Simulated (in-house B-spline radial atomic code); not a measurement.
The outermost shell (largest non-relativistic mean radius) with and without relativity; Dirac values are averaged over j. Computed with an all-electron radial atomic-structure program (B-spline basis): non-relativistic Hartree-Fock and Dirac-Hartree-Fock, averages of the configuration (point nuclei without relativity, finite nuclei with it).

```csv
ion,configuration,outermost shell,radius non-relativistic (bohr),radius Dirac (bohr),radius change (%),level non-relativistic (eV),level Dirac (eV),spin-orbit splitting (eV)
Re6+,[Xe] 4f14 5d1,5d,1.467,1.4814,0.98382,-82.794,-81.164,1.3114
Os6+,[Xe] 4f14 5d2,5d,1.4171,1.4306,0.95172,-86.087,-84.385,1.5118
Ir6+,[Xe] 4f14 5d3,5d,1.3709,1.3835,0.91809,-89.387,-87.616,1.7292
Pt6+,[Xe] 4f14 5d4,5d,1.3279,1.3396,0.88389,-92.696,-90.856,1.9642
Au6+,[Xe] 4f14 5d5,5d,1.2878,1.2987,0.84967,-96.013,-94.104,2.2176
Hg6+,[Xe] 4f14 5d6,5d,1.2503,1.2605,0.81575,-99.339,-97.36,2.4903
Tl6+,[Xe] 4f14 5d7,5d,1.2152,1.2247,0.78235,-102.674,-100.62,2.783
Pb6+,[Xe] 4f14 5d8,5d,1.1822,1.191,0.74949,-106.019,-103.9,3.0966
Bi6+,[Xe] 4f14 5d9,5d,1.1511,1.1593,0.71723,-109.375,-107.18,3.4319
```
